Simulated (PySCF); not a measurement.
**Question.** Give a GFN2-xTB geometry of `O=C(C#Cn1cccc1)[O-]`. (Charge -1.)

**Answer.** 
```
atom  x, y, z in Å
O1     3.985   -1.423    1.195
C2     3.565   -1.169    0.064
O3     4.097   -1.230   -1.046
C4     2.109   -0.690    0.034
C5     0.964   -0.316    0.014
N6    -0.325    0.106   -0.011
C7    -1.128    0.257    1.076
C8    -2.352    0.700    0.651
C9    -2.285    0.821   -0.751
C10   -1.022    0.447   -1.127
H11   -0.767    0.038    2.063
H12   -3.202    0.914    1.273
H13   -3.073    1.146   -1.405
H14   -0.568    0.399   -2.098
```

Any rigid rotation of these coordinates is as good. Atoms count from 1 in this order. The 5 C–C bonds span 1.205 Å (C4≡C5, drawn triple) to 1.533 Å (C2–C4, drawn single), a spread of 0.328 Å. The 10 heavy atoms lie in one plane (0.001 Å rms). C8 (aromatic CH carbon) is planar (angles 126.6°, 126.3° and 107.1°, sum 360.0°, 0.00 Å off the plane of its three neighbours). C7 (aromatic CH next to a ring nitrogen) is planar (angles 130.6°, 121.0° and 108.4°, sum 360.0°, 0.00 Å off the plane of its three neighbours).

Bonds between heavy atoms (Å): O1=C2 1.233, C2–O3 1.232, C2–C4 1.533, C4≡C5 1.205, C5–N6 1.356, N6–C7 1.360, C7–C8 1.370, C8–C9 1.409, C9–C10 1.370, N6–C10 1.360.

Computed geometry: GFN2-xTB, gas phase.

Point group: C2v (every atom within 0.08 Å of its image). Stationary, but not proved a minimum.
